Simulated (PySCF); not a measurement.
PySCF job for Cl2GaHSe, SMILES [SeH][Ga]([Cl])[Cl], PBE-D3(BJ)/def2-SVP. Geometry optimised at PBE-D3(BJ)/def2-SVP. The structure was generated by enumeration; whether it is a known compound was not checked. The values are those of a single conformer.

```python
import numpy as np
from pyscf import gto, scf, dft, df
from pyscf.hessian import thermo

mol = gto.M(
    atom='''
    Ga    0.00146038    0.43400144    0.00000000
    Cl    1.83618646    1.55788866    0.00000000
    Cl   -1.85299720    1.53146717    0.00000000
    Se    0.04933644   -1.88402303    0.00000000
    H    -1.43692819   -1.91631077    0.00000000
    ''',
    basis='def2-SVP',
    charge=0,
    spin=0,
    max_memory=1600,
    verbose=3,
)
mf = dft.RKS(mol, xc='pbe').density_fit(auxbasis='def2-universal-jkfit')
mf.disp = 'd3bj'
mf.grids.level = 3
mf.conv_tol = 1e-11
mf.max_cycle = 100
mf.kernel()

# [left out here: the lines that compute and print the analytic Hessian (its translational invariance restored by hand, since the grid's response is missing), thermochemistry and intensities]
```

Log of the run:

```
converged SCF energy = -5245.70926273289

WARN: DFTD3 does not support analytical Hessian, using finite difference


WARN: Mole.unit (angstrom) is changed to Bohr

Mode                                 0                   1                   2
Irrep
Freq [cm^-1]                       83.6891            114.4230            118.0647
Reduced mass [au]                  26.5704             37.5146             54.3514
Force const [Dyne/A]                0.1096              0.2894              0.4464
Char temp [K]                     120.4100            164.6293            169.8688
Normal mode                   x     y     z       x     y     z       x     y     z
       0  Ga                 0.06 -0.00 -0.00    0.00  0.03 -0.00    0.00  0.00  0.10
       1  Cl                 0.00  0.09  0.00    0.07 -0.08  0.00    0.00 -0.00 -0.06
       2  Cl                 0.01 -0.08  0.00   -0.07 -0.08  0.00   -0.00 -0.00 -0.06
       3  Se                -0.06 -0.00  0.00   -0.00  0.04  0.00   -0.00  0.00 -0.03
       4   H                -0.06  0.12  0.00   -0.00  0.04  0.00   -0.00  0.00 -0.01
Mode                                 3                   4                   5
Irrep
Freq [cm^-1]                      243.1573            268.1712            408.4947
Reduced mass [au]                   1.0292             45.1079             41.3766
Force const [Dyne/A]                0.0359              1.9113              4.0680
Char temp [K]                     349.8493            385.8387            587.7329
Normal mode                   x     y     z       x     y     z       x     y     z
       0  Ga                -0.00 -0.00  0.00   -0.00  0.06 -0.00    0.00 -0.07 -0.00
       1  Cl                 0.00 -0.00 -0.01    0.06  0.03  0.00    0.07  0.05  0.00
       2  Cl                 0.00  0.00  0.01   -0.06  0.03  0.00   -0.08  0.05  0.00
       3  Se                 0.00  0.00  0.01    0.00 -0.08  0.00    0.00  0.02  0.00
       4   H                 0.00 -0.00 -0.99    0.00 -0.07 -0.00   -0.00  0.04  0.00
Mode                                 6                   7                   8
Irrep
Freq [cm^-1]                      439.5353            614.3563           2359.5133
Reduced mass [au]                  32.6160              1.0474              1.0205
Force const [Dyne/A]                3.7125              0.2329              3.3473
Char temp [K]                     632.3934            883.9219           3394.8144
Normal mode                   x     y     z       x     y     z       x     y     z
       0  Ga                -0.08 -0.00  0.00   -0.02  0.00  0.00   -0.00 -0.00  0.00
       1  Cl                 0.08  0.05 -0.00    0.00 -0.00 -0.00    0.00  0.00 -0.00
       2  Cl                 0.07 -0.04 -0.00    0.00  0.00  0.00   -0.00  0.00 -0.00
       3  Se                -0.00  0.00 -0.00    0.01 -0.01  0.00   -0.01 -0.00 -0.00
       4   H                -0.00 -0.09  0.00   -0.02  0.98 -0.00    0.99  0.03  0.00
temperature 298.1500 [K]
pressure 101325.00 [Pa]
Rotational constants [GHz] 2.07598 1.08487 0.71252
Symmetry number 1
Zero-point energy (ZPE) 0.01059 [Eh]   27809.617 [J/mol]
                           tot       elec      trans        rot        vib
Entropy [J/mol/K]       365.933      0.000    176.048    124.196     65.690
Cv [J/mol/K]             80.080      0.000     12.472     12.472     55.137
Cp [J/mol/K]             88.395      0.000     20.786     12.472     55.137
Internal energy [J/mol]                      3718.434   3718.434  37939.669
Internal energy [Eh]   -5245.69198  -5245.70926
Enthalpy [J/mol]                             6197.391   3718.434  37939.669
Enthalpy [Eh]          -5245.69104
Gibbs free energy [J/mol]                  -46291.187 -33310.617  18354.260
Gibbs free energy [Eh] -5245.73259
mode   freq/cm-1   IR/(km/mol)
   1       83.69         2.513
   2      114.42         6.020
   3      118.06         5.682
   4      243.16         6.666
   5      268.17         4.107
   6      408.49        56.789
   7      439.54        66.175
   8      614.36         1.205
   9     2359.51         3.547
max |gradient| / (hartree/bohr): 7.249732959475002e-05
APT charges: [ 1.2585 -0.4999 -0.5041 -0.2656  0.011 ]
```

The run converged.
